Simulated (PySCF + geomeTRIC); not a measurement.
Computed with BP86-D3(BJ)/def2-SVP (PySCF + geomeTRIC). fastk is a local helper that only speeds up exchange builds. No frequencies were computed at this level.

```python
import json, numpy as np
from pyscf import gto, dft
from fastk import lowrank_exchange
atoms = """
Sc    -0.100705     0.033525     0.015131
F     -0.179979    -1.542295     0.819620
F      1.359484     0.939148     0.440972
O     -1.347424     0.632761    -1.093882
H     -2.024062     0.948992    -1.693330
"""
def scf(charge, spin, dm0=None):
    mol = gto.M(atom=atoms, basis='def2-svp', ecp={}, charge=charge, spin=spin, verbose=3, max_memory=3780)
    mf = dft.KS(mol, xc='bp86').density_fit(auxbasis="def2-universal-jkfit")
    mf.disp = 'd3bj'
    mf.grids.level = 3
    mf.conv_tol = 1e-8
    mf.max_cycle = 120
    mf.level_shift = 0.25
    mf.kernel(dm0)
    if not mf.converged:
        mf = mf.newton().run(mf.mo_coeff, mf.mo_occ).undo_soscf()
    return mf
mf = scf(0, 0)
from pyscf.geomopt.geometric_solver import kernel as optimize
path = []
done, mol = optimize(mf, maxsteps=120, assert_convergence=False, callback=lambda env: path.append((env["energy"], bool(env["g_scanner"].converged))))
res = dict(converged=bool(done and path[-1][1]), energy=path[-1][0], path=[e for e, c in path], xyz=mol.atom_coords(unit="Angstrom").tolist(), nao=mol.nao)
json.dump(res, open("result.json", "w"))
```

Output:

```
converged SCF energy = -1036.22537432129
Geometry optimization cycle 1
converged SCF energy = -1036.22537431096
cycle 1: E = -1036.22537431  dE = -1036.23  norm(grad) = 0.0791754
Geometry optimization cycle 2
converged SCF energy = -1036.235108284
cycle 2: E = -1036.23510828  dE = -0.00973397  norm(grad) = 0.0163034
Geometry optimization cycle 3
converged SCF energy = -1036.23559492264
cycle 3: E = -1036.23559492  dE = -0.000486639  norm(grad) = 0.00371841
Geometry optimization cycle 4
converged SCF energy = -1036.23562293895
cycle 4: E = -1036.23562294  dE = -2.80163e-05  norm(grad) = 0.000430653
Geometry optimization cycle 5
converged SCF energy = -1036.23562477686
cycle 5: E = -1036.23562478  dE = -1.8379e-06  norm(grad) = 0.00045626
Geometry optimization cycle 6
converged SCF energy = -1036.23563477868
cycle 6: E = -1036.23563478  dE = -1.00018e-05  norm(grad) = 0.00226189
Geometry optimization cycle 7
converged SCF energy = -1036.23565159961
cycle 7: E = -1036.2356516  dE = -1.68209e-05  norm(grad) = 0.00209995
Geometry optimization cycle 8
converged SCF energy = -1036.23571793317
cycle 8: E = -1036.23571793  dE = -6.63336e-05  norm(grad) = 0.00117908
Geometry optimization cycle 9
converged SCF energy = -1036.23572110451
cycle 9: E = -1036.2357211  dE = -3.17134e-06  norm(grad) = 0.000954551
Geometry optimization cycle 10
converged SCF energy = -1036.2357339167
cycle 10: E = -1036.23573392  dE = -1.28122e-05  norm(grad) = 0.0006573
Geometry optimization cycle 11
converged SCF energy = -1036.23575651877
cycle 11: E = -1036.23575652  dE = -2.26021e-05  norm(grad) = 0.000784191
Geometry optimization cycle 12
converged SCF energy = -1036.23577666526
cycle 12: E = -1036.23577667  dE = -2.01465e-05  norm(grad) = 0.000887686
Geometry optimization cycle 13
converged SCF energy = -1036.23578464244
cycle 13: E = -1036.23578464  dE = -7.97717e-06  norm(grad) = 0.000642281
Geometry optimization cycle 14
converged SCF energy = -1036.23578710585
cycle 14: E = -1036.23578711  dE = -2.46342e-06  norm(grad) = 0.000317077
Geometry optimization cycle 15
converged SCF energy = -1036.23578253607
cycle 15: E = -1036.23578254  dE = 4.56978e-06  norm(grad) = 0.000860214
Geometry optimization cycle 16
converged SCF energy = -1036.23577671868
cycle 16: E = -1036.23577672  dE = 5.81739e-06  norm(grad) = 0.00115573
Geometry optimization cycle 17
converged SCF energy = -1036.23577872347
cycle 17: E = -1036.23577872  dE = -2.00479e-06  norm(grad) = 0.000959631
Geometry optimization cycle 18
converged SCF energy = -1036.23578036965
cycle 18: E = -1036.23578037  dE = -1.64618e-06  norm(grad) = 0.000709748
Geometry optimization cycle 19
converged SCF energy = -1036.23578174432
cycle 19: E = -1036.23578174  dE = -1.37468e-06  norm(grad) = 0.000563136
Geometry optimization cycle 20
converged SCF energy = -1036.23578307188
cycle 20: E = -1036.23578307  dE = -1.32756e-06  norm(grad) = 0.000477766
Geometry optimization cycle 21
converged SCF energy = -1036.23578429461
cycle 21: E = -1036.23578429  dE = -1.22273e-06  norm(grad) = 0.000418736
Geometry optimization cycle 22
converged SCF energy = -1036.23578536937
cycle 22: E = -1036.23578537  dE = -1.07477e-06  norm(grad) = 0.000357179
Geometry optimization cycle 23
converged SCF energy = -1036.23578629859
cycle 23: E = -1036.2357863  dE = -9.29223e-07  norm(grad) = 0.000307983
<class 'geometric.internal.Distance'> : 4
<class 'geometric.internal.Angle'> : 2
<class 'geometric.internal.LinearAngle'> : 2
<class 'geometric.internal.OutOfPlane'> : 1
<class 'geometric.internal.TranslationX'> : 1
<class 'geometric.internal.TranslationY'> : 1
<class 'geometric.internal.TranslationZ'> : 1
<class 'geometric.internal.RotationA'> : 1
<class 'geometric.internal.RotationB'> : 1
<class 'geometric.internal.RotationC'> : 1
Step    0 : Gradient = 3.541e-02/4.557e-02 (rms/max) Energy = -1036.2253743110
Step    1 : Displace = 8.699e-02/1.194e-01 (rms/max) Trust = 1.000e-01 (=) Grad = 7.291e-03/1.186e-02 (rms/max) E (change) = -1036.2351082840 (-9.734e-03) Quality = 0.729
Step    2 : Displace = 1.411e-02/1.629e-02 (rms/max) Trust = 1.000e-01 (=) Grad = 1.663e-03/3.018e-03 (rms/max) E (change) = -1036.2355949226 (-4.866e-04) Quality = 1.257
Step    3 : Displace = 5.614e-03/6.778e-03 (rms/max) Trust = 1.414e-01 (+) Grad = 1.926e-04/3.106e-04 (rms/max) E (change) = -1036.2356229390 (-2.802e-05) Quality = 1.063
Step    4 : Displace = 1.614e-03/2.254e-03 (rms/max) Trust = 2.000e-01 (+) Grad = 2.040e-04/2.660e-04 (rms/max) E (change) = -1036.2356247769 (-1.838e-06) Quality = 0.725
Step    5 : Displace = 1.376e-02/1.833e-02 (rms/max) Trust = 2.000e-01 (=) Grad = 1.012e-03/1.503e-03 (rms/max) E (change) = -1036.2356347787 (-1.000e-05) Quality = 0.363
Step    6 : Displace = 3.140e-03/4.400e-03 (rms/max) Trust = 2.000e-01 (=) Grad = 9.391e-04/1.406e-03 (rms/max) E (change) = -1036.2356515996 (-1.682e-05) Quality = 1.650
Step    7 : Displace = 1.583e-02/2.113e-02 (rms/max) Trust = 2.828e-01 (+) Grad = 5.273e-04/8.667e-04 (rms/max) E (change) = -1036.2357179332 (-6.633e-05) Quality = 1.080
Step    8 : Displace = 7.398e-03/1.145e-02 (rms/max) Trust = 3.000e-01 (+) Grad = 4.269e-04/5.915e-04 (rms/max) E (change) = -1036.2357211045 (-3.171e-06) Quality = 0.199
Step    9 : Displace = 3.572e-03/6.457e-03 (rms/max) Trust = 3.699e-03 (-) Grad = 2.940e-04/4.220e-04 (rms/max) E (change) = -1036.2357339167 (-1.281e-05) Quality = 1.159
Step   10 : Displace = 5.027e-03/8.633e-03 (rms/max) Trust = 5.231e-03 (+) Grad = 3.507e-04/4.961e-04 (rms/max) E (change) = -1036.2357565188 (-2.260e-05) Quality = 0.708
Step   11 : Displace = 5.322e-03/8.229e-03 (rms/max) Trust = 5.231e-03 (=) Grad = 3.970e-04/6.204e-04 (rms/max) E (change) = -1036.2357766653 (-2.015e-05) Quality = 0.620
Step   12 : Displace = 4.866e-03/6.045e-03 (rms/max) Trust = 5.231e-03 (=) Grad = 2.872e-04/4.366e-04 (rms/max) E (change) = -1036.2357846424 (-7.977e-06) Quality = 0.555
Step   13 : Displace = 2.038e-03/3.670e-03 (rms/max) Trust = 5.231e-03 (=) Grad = 1.418e-04/2.372e-04 (rms/max) E (change) = -1036.2357871059 (-2.463e-06) Quality = 0.559
Step   14 : Displace = 5.430e-03/1.011e-02 (rms/max) Trust = 5.231e-03 (=) Grad = 3.847e-04/6.161e-04 (rms/max) E (change) = -1036.2357825361 (+4.570e-06) Quality = -0.265
Step   15 : Displace = 2.668e-03/5.196e-03 (rms/max) Trust = 2.616e-03 (-) Grad = 5.169e-04/8.117e-04 (rms/max) E (change) = -1036.2357767187 (+5.817e-06) Quality = -0.448
Step   16 : Displace = 1.402e-03/2.083e-03 (rms/max) Trust = 1.308e-03 (-) Grad = 4.292e-04/6.471e-04 (rms/max) E (change) = -1036.2357787235 (-2.005e-06) Quality = 0.150
Step   17 : Displace = 6.619e-04/1.156e-03 (rms/max) Trust = 6.539e-04 (-) Grad = 3.174e-04/4.381e-04 (rms/max) E (change) = -1036.2357803696 (-1.646e-06) Quality = 0.557
Step   18 : Displace = 6.734e-04/1.183e-03 (rms/max) Trust = 6.539e-04 (=) Grad = 2.518e-04/3.735e-04 (rms/max) E (change) = -1036.2357817443 (-1.375e-06) Quality = 0.488
Step   19 : Displace = 6.699e-04/1.189e-03 (rms/max) Trust = 6.539e-04 (=) Grad = 2.137e-04/3.328e-04 (rms/max) E (change) = -1036.2357830719 (-1.328e-06) Quality = 0.478
Step   20 : Displace = 7.089e-04/1.256e-03 (rms/max) Trust = 6.539e-04 (=) Grad = 1.873e-04/2.926e-04 (rms/max) E (change) = -1036.2357842946 (-1.223e-06) Quality = 0.400
Step   21 : Displace = 6.805e-04/1.245e-03 (rms/max) Trust = 6.539e-04 (=) Grad = 1.597e-04/2.502e-04 (rms/max) E (change) = -1036.2357853694 (-1.075e-06) Quality = 0.326
Step   22 : Displace = 6.368e-04/1.160e-03 (rms/max) Trust = 6.539e-04 (=) Grad = 1.377e-04/2.069e-04 (rms/max) E (change) = -1036.2357862986 (-9.292e-07) Quality = 0.252
Converged! =D
```

Cost: roughly 2.3 core-minutes.
